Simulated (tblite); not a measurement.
C9H16.
Atom-mapped SMILES: `[CH3:1][CH:2]([CH3:3])[C@@H:4]1[CH2:5][C@H:6]2[CH2:7][CH2:8][C@@H:9]12` (hydrogens: H10, H11, H12 on C1; H13 on C2; H14, H15, H16 on C3; H17 on C4; H18, H19 on C5; H20 on C6; H21, H22 on C7; H23, H24 on C8; H25 on C9)

Cartesian coordinates in Å at the GFN2-xTB level; atoms count from 1:
```
atom  x, y, z in Å
C1     2.147   -0.508   -1.212
C2     1.560   -0.291    0.181
C3     2.452    0.658    0.980
C4     0.141    0.264    0.081
C5    -0.645    0.361    1.406
C6    -1.759   -0.505    0.810
C7    -2.813    0.265   -0.002
C8    -2.030   -0.019   -1.296
C9    -0.930   -0.699   -0.473
H10    2.228    0.441   -1.738
H11    3.139   -0.947   -1.144
H12    1.518   -1.171   -1.801
H13    1.519   -1.256    0.701
H14    3.455    0.248    1.074
H15    2.522    1.621    0.477
H16    2.052    0.822    1.977
H17    0.172    1.210   -0.466
H18   -0.135   -0.127    2.234
H19   -0.941    1.363    1.713
H20   -2.123   -1.330    1.417
H21   -3.807   -0.179    0.025
H22   -2.893    1.318    0.261
H23   -1.714    0.858   -1.859
H24   -2.546   -0.699   -1.971
H25   -0.581   -1.673   -0.809
```

Computed values, GFN2-xTB/tblite, gas phase, harmonic and unscaled. This tight-binding method is rough: wavenumbers can miss measured ones by several per cent, in bad cases by 10 to 20. One conformer, not necessarily the lowest.

Harmonic wavenumbers (cm⁻¹): 61.7, 86.9, 156.0, 192.7, 209.5, 246.9, 298.9, 364.9, 398.1, 431.7, 465.4, 677.6, 772.3, 815.2, 829.1, 895.9, 925.3, 931.9, 947.4, 963.2, 977.2, 997.3, 1014.7, 1030.8, 1066.0, 1074.4, 1092.9, 1119.7, 1136.7, 1155.1, 1171.7, 1177.8, 1183.2, 1196.9, 1203.7, 1230.9, 1246.0, 1254.4, 1261.5, 1272.9, 1287.7, 1294.5, 1321.4, 1362.0, 1408.9, 1421.8, 1467.3, 1476.6, 1488.3, 1497.4, 1499.8, 1508.1, 1509.6, 2923.2, 2945.9, 2981.9, 2989.1, 2994.4, 2995.8, 3003.5, 3006.2, 3008.1, 3015.4, 3025.4, 3029.6, 3030.4, 3036.1, 3043.3, 3044.2.

A = 3271, B = 1090, C = 911.3 MHz; mass 124.125 u (most abundant isotopes); point group C1, symmetry number 1.

Problem. What is the zero-point energy?

Solution. ½Σν̃ = 50075 cm⁻¹ = 599.03 kJ/mol.

Problem. Give the ideal-gas entropy at 400 K and 1 bar in the rigid-rotor, harmonic-oscillator model (classical rotation).

Solution. Translation 175.09, rotation 124.93, vibration 148.77: S = 448.8 J/(mol K).

Problem. And Cp and H(400 K) − H(0)?

Solution. Cp = 218.21 J/(mol K), of which vibrations give 184.95 (their classical limit is 69 R = 573.7); H(400 K) − H(0) = 46.36 kJ/mol without the zero-point energy, 33.05 from vibrations.

Problem. Blend soft modes into free rotors: weight 1/[1 + (100 cm⁻¹/ν̃)⁴] for the oscillator and the rest for a rotor with moment μB/(μ + B), μ = h/(8π²ν), B = 10⁻⁴⁴ kg m². What vibrational entropy results?

Solution. 140.74 J/(mol K) in place of 148.77, which changes −T·S at 400 K by +3.21 kJ/mol.

Problem. Which modes carry the vibrational entropy at 400 K?

Solution. 61.7 cm⁻¹: 20.85; 86.9 cm⁻¹: 18.02; 156.0 cm⁻¹: 13.23; 192.7 cm⁻¹: 11.53; 209.5 cm⁻¹: 10.86; 246.9 cm⁻¹: 9.57 J/(mol K); the other 63 give 64.72 together.

Hindered rotation and anharmonicity are outside this model. Other conformers, if any are populated, would add a mixing term that is left out. The structure is chiral; the term R ln 2 for an equal mix with its mirror image is left out.

Run on an Arm Neoverse V2 with one thread, no GPU, on a shared host. The figure is for the frequency step alone.
